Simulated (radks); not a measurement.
Species: Nd LVII. Configuration: [He] 3s2 (not the ground configuration). Calculated with a radial shooting solver on a logarithmic mesh with Libxc functionals: Dirac Kohn-Sham, PBEsol, spin-unpolarised, spherical densities, finite nucleus; Fermi nuclear charge, rms radius 4.9123 fm.

Normalised radial functions P(r) = r R(r) (large component), r in bohr:

```
   r/bohr * 2s1/2, o 2p1/2 (the largest magnitude, 3.42, reaches the edge; | marks zero, & curves that meet)
 0.001429                             o    *
 0.001773                             o    *
 0.002183                             |o    *
 0.002709                             |o     *
 0.003362                             |o       *
  0.00414                             |o        *
 0.005138                             | o        *
 0.006377                             |  o        *
 0.007914                             |   o         *
 0.009744                             |    o        *
  0.01209                             |     o       *
  0.01501                             |       o    *
  0.01863                             |          &
  0.02293                             |      *      o
  0.02846                             | *               o
  0.03533                        *    |                    o
  0.04384                *            |                        o
  0.05398         *                   |                          o
    0.067    *                        |                          o
  0.08315  *                          |                        o
   0.1024    *                        |                    o
   0.1271          *                  |              o
   0.1577                 *           |        o
   0.1957                       *     |   o
    0.241                           * | o
   0.2991                            *o
   0.3712                             &
   0.4606                             &
   0.5672                             &
   0.7039                             &
```

2s1/2 (empty): eigenvalue -12176.5 eV, 1 radial node at r = 0.0304 bohr, <r> = 0.0948 bohr, 90 % of the charge inside 0.146 bohr. 2p1/2 (empty): eigenvalue -12060.5 eV, 0 radial nodes, <r> = 0.0783 bohr, 90 % of the charge inside 0.128 bohr.
